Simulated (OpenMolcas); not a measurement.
# Co3+: moving the ligands

Co3+ with 6 ligands (bromide) in octahedral coordination (Oh) at 2.52 Å. A charge of +0.5 e stands 2.6 Å behind each ligand. Ligand basis ANO-RCC-VDZP.
```
Co    0.0000    0.0000    0.0000
Br    2.5200    0.0000    0.0000
Br    0.0000    2.5200    0.0000
Br   -2.5200    0.0000    0.0000
Br    0.0000   -2.5200    0.0000
Br    0.0000    0.0000    2.5200
Br    0.0000    0.0000   -2.5200
```

```yaml
Program: OpenMolcas
Method: CASSCF
Basis: ANO-RCC-VDZP [5s4p2d1f]
Scalar_Hamiltonian: DKH2, point nucleus
Active_space: 6 electrons in 5 orbitals (3d)
State_averaging: 2S+1 = 5 even, 5 roots; 2S+1 = 3 even, 45 roots; 2S+1 = 1 even, 50 roots
Spin-orbit_coupling: RASSI with atomic mean-field integrals over the reference wave functions
```

Runs around this geometry, states (labels of O, the rotations of Oh). Energies in cm-1 above the lowest state or level, χT in cm3 K/mol; under a threefold ground state the first gap can be a small split of the lowest multiplet, not the spin-orbit step.

```json
{"R (Å)": "2.39", "Ground state": "5T2", "First state of that spin": "5E 9222", "First gap with spin-orbit (degeneracies)": "290.2 (3, 2)", "χT at 300 K": "4.167", "First state of another spin": "2S+1 = 3: 13472"}
{"R (Å)": "2.52", "Ground state": "5T2", "First state of that spin": "5E 6748", "First gap with spin-orbit (degeneracies)": "285.2 (3, 2)", "χT at 300 K": "4.219", "First state of another spin": "3T1 16315"}
{"R (Å)": "2.58", "Ground state": "5T2", "First state of that spin": "5E 5875", "First gap with spin-orbit (degeneracies)": "282.1 (3, 2)", "χT at 300 K": "4.247", "First state of another spin": "3T1 17316"}
```

Taking the first state of the same spin as R^-n, n = -ln(5875 / 9222) / ln(2.58 / 2.39) = 5.9 between the shortest and longest distance.

An orbital triplet at a regular site is open to Jahn-Teller coupling, which can distort the site and quench the lowest spin-orbit gaps and is left out. Without dynamic correlation the repulsion within the d shell is too large (B by tens of per cent), so at a given field states of lower spin stand too high. Ligand-to-metal charge-transfer states are missing. This ion would oxidise such ligands; the complex is a model and need not exist. With no ligand orbital active B as a rule stays too high, so bands that hang on it stand too high and its fall with covalency is understated. With metal d orbitals alone and no dynamic correlation the field as a rule comes out too small, by tens of per cent, by up to half for chloride and softer ligands, and with too little covalency χT stands high. This shell can be high or low spin here, a state of another spin lies low, and with metal d orbitals alone active their balance is uncertain, so the ground spin may be wrong (holds for R = 2.39). The least metal-like active orbital is 82 % on the metal (Löwdin) and no ligand orbital is active, so the numbers are rough (holds for R = 2.39). CASSCF with metal d orbitals alone favours high spin, so a ground state of lower spin is not ruled out (holds for R = 2.52; R = 2.58). The least metal-like active orbital is 85 % on the metal (Löwdin) and no ligand orbital is active, so the numbers are rough (holds for R = 2.52). No measured value stands beside these numbers; the geometry was imposed, not optimised, and the real ion may take another.

A state without a sure symmetry label is named by its multiplicity alone.
